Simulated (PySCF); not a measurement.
C2H6BO3, SMILES COB([O])OC, multiplicity 2.

Geometry: PBE-D3(BJ)/def2-SVP. The geometry has at least one imaginary mode, so it is a saddle point at that level. The isomer is the one that the SMILES or the coordinates give; other isomers of the formula were not compared. The values are those of a single conformer.

Computed with PySCF with PBE-D3(BJ)/def2-SVP.

No scaling factor is applied to the harmonic values.

**Question.** Estimate the vibrational spectrum. (An estimate is asked for; the answer gives what the named calculation found.)

**Answer.** 
```json
[
 {"mode": "1", "ν (cm⁻¹)": "67i", "IR (km/mol)": "4.5", "moving atoms (share of kinetic energy)": "O 44 %, H 42 %, C 13 %"},
 {"mode": "2", "ν (cm⁻¹)": "43", "IR (km/mol)": "2.8", "moving atoms (share of kinetic energy)": "H 75 %, O 16 %, C 8 %"},
 {"mode": "3", "ν (cm⁻¹)": "78", "IR (km/mol)": "0.0", "moving atoms (share of kinetic energy)": "O 63 %, H 25 %, C 12 %"},
 {"mode": "4", "ν (cm⁻¹)": "138", "IR (km/mol)": "0.1", "moving atoms (share of kinetic energy)": "H 86 %, O 10 %"},
 {"mode": "5", "ν (cm⁻¹)": "165", "IR (km/mol)": "10.6", "moving atoms (share of kinetic energy)": "C 48 %, H 28 %, O 18 %"},
 {"mode": "6", "ν (cm⁻¹)": "239", "IR (km/mol)": "3.1", "moving atoms (share of kinetic energy)": "O 52 %, C 30 %, H 17 %"},
 {"mode": "7", "ν (cm⁻¹)": "367", "IR (km/mol)": "15.2", "moving atoms (share of kinetic energy)": "O 68 %, C 14 %, B 10 %"},
 {"mode": "8", "ν (cm⁻¹)": "490", "IR (km/mol)": "13.9", "moving atoms (share of kinetic energy)": "O 67 %, C 16 %, H 10 %"},
 {"mode": "9", "ν (cm⁻¹)": "588", "IR (km/mol)": "39.6", "moving atoms (share of kinetic energy)": "B 83 %, O 17 %"},
 {"mode": "10", "ν (cm⁻¹)": "749", "IR (km/mol)": "1.4", "moving atoms (share of kinetic energy)": "O 69 %, C 21 %, H 8 %"},
 {"mode": "11", "ν (cm⁻¹)": "1009", "IR (km/mol)": "29.0", "moving atoms (share of kinetic energy)": "C 37 %, O 32 %, B 24 %"},
 {"mode": "12", "ν (cm⁻¹)": "1110", "IR (km/mol)": "19.4", "moving atoms (share of kinetic energy)": "H 37 %, O 32 %, C 29 %"},
 {"mode": "13", "ν (cm⁻¹)": "1122", "IR (km/mol)": "0.0", "moving atoms (share of kinetic energy)": "H 78 %, C 18 %"},
 {"mode": "14", "ν (cm⁻¹)": "1130", "IR (km/mol)": "0.1", "moving atoms (share of kinetic energy)": "H 77 %, C 19 %"},
 {"mode": "15", "ν (cm⁻¹)": "1146", "IR (km/mol)": "30.9", "moving atoms (share of kinetic energy)": "H 65 %, C 20 %, O 10 %"},
 {"mode": "16", "ν (cm⁻¹)": "1183", "IR (km/mol)": "63.1", "moving atoms (share of kinetic energy)": "O 40 %, H 35 %, C 23 %"},
 {"mode": "17", "ν (cm⁻¹)": "1229", "IR (km/mol)": "86.3", "moving atoms (share of kinetic energy)": "B 43 %, O 34 %, H 12 %, C 11 %"},
 {"mode": "18", "ν (cm⁻¹)": "1374", "IR (km/mol)": "238.1", "moving atoms (share of kinetic energy)": "H 57 %, B 25 %, C 10 %, O 8 %"},
 {"mode": "19", "ν (cm⁻¹)": "1408", "IR (km/mol)": "5.9", "moving atoms (share of kinetic energy)": "H 97 %"},
 {"mode": "20", "ν (cm⁻¹)": "1416", "IR (km/mol)": "7.9", "moving atoms (share of kinetic energy)": "H 88 %, C 9 %"},
 {"mode": "21", "ν (cm⁻¹)": "1423", "IR (km/mol)": "2.7", "moving atoms (share of kinetic energy)": "H 97 %"},
 {"mode": "22", "ν (cm⁻¹)": "1423", "IR (km/mol)": "4.9", "moving atoms (share of kinetic energy)": "H 95 %"},
 {"mode": "23", "ν (cm⁻¹)": "1427", "IR (km/mol)": "22.7", "moving atoms (share of kinetic energy)": "H 96 %"},
 {"mode": "24", "ν (cm⁻¹)": "1482", "IR (km/mol)": "264.2", "moving atoms (share of kinetic energy)": "B 45 %, H 31 %, O 22 %"},
 {"mode": "25", "ν (cm⁻¹)": "2949", "IR (km/mol)": "57.1", "moving atoms (share of kinetic energy)": "H 98 %"},
 {"mode": "26", "ν (cm⁻¹)": "2954", "IR (km/mol)": "41.2", "moving atoms (share of kinetic energy)": "H 98 %"},
 {"mode": "27", "ν (cm⁻¹)": "3037", "IR (km/mol)": "24.9", "moving atoms (share of kinetic energy)": "H 90 %, C 10 %"},
 {"mode": "28", "ν (cm⁻¹)": "3039", "IR (km/mol)": "23.4", "moving atoms (share of kinetic energy)": "H 90 %, C 10 %"},
 {"mode": "29", "ν (cm⁻¹)": "3047", "IR (km/mol)": "18.5", "moving atoms (share of kinetic energy)": "H 90 %, C 10 %"},
 {"mode": "30", "ν (cm⁻¹)": "3062", "IR (km/mol)": "8.0", "moving atoms (share of kinetic energy)": "H 90 %, C 10 %"}
]
```
